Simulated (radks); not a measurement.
Problem. Excited configurations of Tc XLII: one electron is placed in a higher orbital outside 1s1. The ground configuration is [He]. Method: scalar-relativistic Kohn-Sham, SCAN, spin-unpolarised, spherical densities, finite nucleus; meta-GGA in the generalised Kohn-Sham scheme; Fermi nuclear charge, rms radius 4.4112 fm; computed with a radial shooting solver on a logarithmic mesh with Libxc functionals. Excitation = E - E(ground); binding = E(ion) - E, where the ion is the core of charge +42; n* = 42/sqrt(2 binding) in atomic units. These energies are relativistic, and a one-electron ion of charge +42 with no core already has n* below n in this formula (scalar-relativistic equation, point nucleus: 2s 1.970, 2p 1.986, 3p 2.980, 4d 3.990, 4f 3.995, 6p 5.975). The quantum defect is therefore taken as that value minus n*, so that it holds no relativistic shift of the bare ion.

| outer orbital | excitation (eV) | binding (eV) | n* | quantum defect | eigenvalue (eV) | <r> (bohr) |
|---|---|---|---|---|---|---|
| 2p | 19064.9 | 6068.7 | 1.989 | -0.002 | -5986.1 | 0.1167 |
| 3p | 22436 | 2697.6 | 2.983 | -0.002 | -2667.6 | 0.2928 |
| 4d | 23634 | 1499.6 | 4.001 | -0.011 | -1481.5 | 0.4981 |
| 4f | 23640 | 1493.4 | 4.009 | -0.014 | -1470.9 | 0.4286 |
| 6p | 24462 | 671.75 | 5.977 | -0.003 | -664.81 | 1.250 |

Estimate the row for 2s.

Solution. excitation (eV) 18895.6; binding (eV) 6238.0; n* 1.961; quantum defect 0.008; eigenvalue (eV) -6173.6; <r> (bohr) 0.1370. The Delta-SCF ionisation energy is 25134 eV (NIST Atomic Spectra Database: 25004.5 eV, theoretical). Self-interaction in the functional shifts the binding energies and quantum defects, so they are the method's values and not measured ones. Spin polarisation and multiplet splitting are left out, so open shells lie too high by an amount that depends on their filling.

Beside tabulated values, note that spin-unpolarised runs miss the spin-polarisation part of the exchange energy of open shells.
